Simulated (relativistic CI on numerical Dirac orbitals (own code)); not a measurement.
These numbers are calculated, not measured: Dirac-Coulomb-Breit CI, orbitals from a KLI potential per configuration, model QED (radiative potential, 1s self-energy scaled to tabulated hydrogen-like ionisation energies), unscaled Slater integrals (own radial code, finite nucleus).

CI space (outside the closed core [Ar]): 3d10 4s, 3d10 4p, 3d10 4d, 3d10 4f, 3d10 5s, 3d10 5p, 3d10 5d, 3d10 5f, 3d10 5g, 3d10 6s, 3d10 6p, 3d10 6d, 3d9 4s2, 3d10 6f, 3d10 7s, 3d9 4s 4p, 3d10 8s, 3d9 4s 4d, 3d9 4s 4f, 3d9 4s 5s, 3d9 4s 5p, 3d9 4s 5d, 3d9 4s 5f. Double excitations out of closed p, d and f shells are left out; levels of such configurations are missing from the list, as are those of other unlisted configurations, and high levels can miss mixing partners.

At this charge energies of transitions that change n are usually good to better than 1 %, and those within a shell (Δn = 0) to a few per cent.

Outline of the computed level scheme of Tb XXXVII. Lowest level of each configuration: 3d10 4s 2S_1/2 at 0.000 eV; 3d10 4p 2P°_1/2 at 76.378 eV; 3d10 4d 2D_3/2 at 248.523 eV; 3d10 4f 2F°_5/2 at 389.160 eV; 3d10 5s 2S_1/2 at 652.584 eV; 3d10 5p 2P°_1/2 at 689.379 eV; 3d10 5d 2D_3/2 at 770.039 eV; 3d10 5f 2F°_5/2 at 832.370 eV; 3d10 5g 2G_7/2 at 860.634 eV.

Some strong electric-dipole decays among the lowest 16 levels: 3d10 5g 2G_9/2 → 3d10 4f 2F°_7/2 (9.1e+12 s⁻¹); 3d10 5g 2G_7/2 → 3d10 4f 2F°_5/2 (8.8e+12 s⁻¹); 3d10 5f 2F°_7/2 → 3d10 4d 2D_5/2 (4.6e+12 s⁻¹); 3d10 5f 2F°_5/2 → 3d10 4d 2D_3/2 (4.2e+12 s⁻¹); 3d10 5s 2S_1/2 → 3d10 4p 2P°_3/2 (2.9e+12 s⁻¹); 3d10 5d 2D_5/2 → 3d10 4p 2P°_3/2 (2.3e+12 s⁻¹); 3d10 5p 2P°_1/2 → 3d10 4s 2S_1/2 (1.9e+12 s⁻¹); 3d10 5p 2P°_1/2 → 3d10 4d 2D_3/2 (1.6e+12 s⁻¹).

LS names give the leading component of a level, which can be under half, so a name can repeat, a term be missing and a line seem to break the LS rules.
